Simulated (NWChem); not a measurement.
Species: TaH2SO2Cl; SMILES [Ta]([Cl])(=[S])([OH])[OH]

```xyz
7

Ta    -0.1756     0.0578     0.0000
S      1.4416     1.4918     0.0000
Cl     0.7011    -2.0843     0.0000
O     -1.2338     0.3430     1.5297
H     -1.2120     0.9265     2.2942
O     -1.2338     0.3430    -1.5297
H     -1.2120     0.9265    -2.2942
```
Atoms are numbered in this order, from 1.

All runs: NWChem. All runs use the structure optimised with PBE0/def2-SVP. No frequency run checked for a minimum. def2 effective core potentials on Ta; no spin-orbit coupling. Level M06-L/def2-SVP: energy and gradient on several grids; changes count from the extra-fine grid, which is no exact limit either.

```
grid     size of the energy change (μHa)  largest change of a gradient component (μHa/bohr)
-------  -------------------------------  -------------------------------------------------
xcoarse                            10000                                              10000
coarse                               100                                                500
medium                                90                                                200
fine                                < 10                                                200
xfine                               < 10                                               < 30
```
